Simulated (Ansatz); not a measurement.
`[CH3][W]([F])(=[S])=[S]` + H₂O → `[OH][W]([F])(=[S])=[S]` + CH₄ at 298.15 K and 1 bar (formal hydrolysis of a W–C bond).

Computed with Ansatz on PBE0-D4/def2-TZVP structures; ΔE is electronic, products minus reactants. CBS: MP2 limit from def2 TZ/QZ plus the TZ coupled-cluster correction, frozen cores. This one scheme is used for every species. def2 core potentials past Kr. For W outer-core shells are correlated without core-valence functions, which leaves a few kJ/mol of doubt a bond. One conformer a species, not always the lowest.

```csv
species,CCSD(T)/CBS energy (Eh),H − E (kJ/mol),S (J/(mol·K))
`[CH3][W]([F])(=[S])=[S]`,-1002.30482,130.1,367.9
H₂O,-76.37941,66.4,188.7
`[OH][W]([F])(=[S])=[S]`,-1038.26045,70.6,356.1
CH₄,-40.46206,127.4,186.2
```

H − E and S are ideal-gas, rigid-rotor, harmonic terms from PBE0-D4/def2-TZVP, for one conformer and one mirror image of each species. 1 Eh = 2625.50 kJ/mol, R = 8.31446 J/(mol·K).

Question: By hand: ΔE, ΔH, ΔS and ΔG.

Answer: ΔE = (-1038.26045) + (-40.46206) − (-1002.30482) − (-76.37941) = -0.03828 Eh = -100.5 kJ/mol. Δ(H − E) = 70.6 + 127.4 − 130.1 − 66.4 = 1.5, so ΔH = -99.0 kJ/mol. ΔS = 356.1 + 186.2 − 367.9 − 188.7 = -14.3 J/(mol·K). ΔG = -99.0 − 298.15 × (-14.3)/1000 = -94.7 kJ/mol.

Question: By hand: the equilibrium constant, and the temperature at which ΔG would vanish if ΔH and ΔS stayed fixed.

Answer: log₁₀ K = −ΔG/(RT ln 10) = 16.6. ΔG = 0 at ΔH/ΔS = 6923 K, far beyond where these terms or the molecules hold.

The number of gas molecules stays the same, so ΔS is small and ΔH decides. A doubt of 5 kJ/mol in ΔE shifts log₁₀ K by 0.9 here. Other conformers and mirror images would add mixing entropy, several J/(mol·K) or more a flexible species. These are equilibria of isolated gas molecules and say nothing of rates. Largest T1 diagnostic: 0.022 (customary marks: 0.02 for closed shells, 0.045 for open ones).
